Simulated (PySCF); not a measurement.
**Ionisation energy of Ga²⁺ by level of theory**

Ga²⁺ [Ar] 3d10 4s1 (2S) → Ga³⁺ [Ar] 3d10 (1S), as a difference of total energies. Computed with PySCF 2.14 in def2-SVP (5s4p3d, 32 functions), with the non-relativistic Hamiltonian (point nucleus). The calculations carry no spin-orbit coupling.

```json
{"method": "UHF", "ionisation energy (eV)": "29.107"}
{"method": "TPSS", "ionisation energy (eV)": "30.514"}
{"method": "M06-L", "ionisation energy (eV)": "30.031"}
```

These non-relativistic numbers lack the scalar-relativistic shift.

For comparison: 30.726 eV (measured; NIST Atomic Spectra Database, ionization energies).
